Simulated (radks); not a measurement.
The nuclear charge of neutral hafnium is varied continuously with 72 electrons held in [Xe] 4f14 5d2 6s2. All-electron calculation, scalar-relativistic Kohn-Sham, PBEsol, spin-unpolarised, spherical densities, finite nucleus; Fermi nuclear charge, rms radius 5.347 fm. Program: a radial shooting solver on a logarithmic mesh with Libxc functionals. By the Hellmann-Feynman theorem dE/dZ = E(electron-nucleus)/Z, the electronic potential at the nucleus (averaged over a nucleus of fixed radius). The scalar-relativistic energy here is not variational (the density holds large components alone), so the two differ by a part that grows with Z.

Z	E (hartree)	E(electron-nucleus)/Z (hartree)	HOMO	e(HOMO) (eV)	<r> HOMO (bohr)
71.8	-14967.7942	-514.218	5d	-1.258	2.688
72	-15071.6085	-516.406	5d	-2.716	2.504
72.2	-15175.8679	-518.592	5d	-4.344	2.365
72.4	-15280.5724	-520.776	5d	-6.117	2.253
72.6	-15385.7218	-522.961	5d	-8.019	2.161
72.8	-15491.3162	-525.146	5d	-10.037	2.083
73	-15597.3558	-527.332	5d	-12.163	2.015

The central difference of E at Z = 72 is -520.184 hartree, to compare with the third column; the second derivative is -11.1 hartree.
